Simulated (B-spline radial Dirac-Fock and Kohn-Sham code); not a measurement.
# X-ray form factors of ruthenium in several charge states

Method: Dirac-Fock densities. Computed with a radial atomic solver.

Configurations: Ru¹⁰⁺ [Ar] 3d10 4s2 4p4; Ru¹²⁺ [Ar] 3d10 4s2 4p2; Ru¹³⁺ [Ar] 3d10 4s2 4p1; Ru¹⁴⁺ [Ar] 3d10 4s2; Ru¹⁵⁺ [Ar] 3d10 4s1. The first column is f₀ of Ru¹⁰⁺, the others are differences from it.

| s (Å⁻¹) | Ru¹⁰⁺ | Δ Ru¹²⁺ | Δ Ru¹³⁺ | Δ Ru¹⁴⁺ | Δ Ru¹⁵⁺ |
| --- | --- | --- | --- | --- | --- |
| 0 | 34.000 | -2.000 | -3.000 | -4.000 | -5.000 |
| 0.05 | 33.819 | -1.954 | -2.933 | -3.913 | -4.896 |
| 0.1 | 33.290 | -1.821 | -2.739 | -3.662 | -4.594 |
| 0.15 | 32.450 | -1.616 | -2.440 | -3.273 | -4.126 |
| 0.2 | 31.358 | -1.362 | -2.067 | -2.787 | -3.537 |
| 0.25 | 30.080 | -1.082 | -1.655 | -2.248 | -2.881 |
| 0.3 | 28.687 | -0.803 | -1.242 | -1.703 | -2.212 |
| 0.35 | 27.247 | -0.546 | -0.857 | -1.191 | -1.579 |
| 0.4 | 25.812 | -0.325 | -0.523 | -0.744 | -1.018 |
| 0.45 | 24.425 | -0.149 | -0.254 | -0.379 | -0.553 |
| 0.5 | 23.111 | -0.020 | -0.053 | -0.103 | -0.194 |
| 0.6 | 20.742 | +0.111 | +0.159 | +0.199 | +0.219 |
| 0.7 | 18.703 | +0.123 | +0.187 | +0.252 | +0.318 |
| 0.8 | 16.918 | +0.077 | +0.124 | +0.175 | +0.241 |
| 0.9 | 15.315 | +0.021 | +0.039 | +0.062 | +0.105 |
| 1 | 13.849 | -0.022 | -0.029 | -0.032 | -0.019 |
| 1.1 | 12.508 | -0.046 | -0.068 | -0.090 | -0.100 |
| 1.2 | 11.294 | -0.053 | -0.081 | -0.111 | -0.136 |
| 1.4 | 9.279 | -0.039 | -0.063 | -0.089 | -0.119 |
| 1.6 | 7.809 | -0.017 | -0.028 | -0.041 | -0.059 |
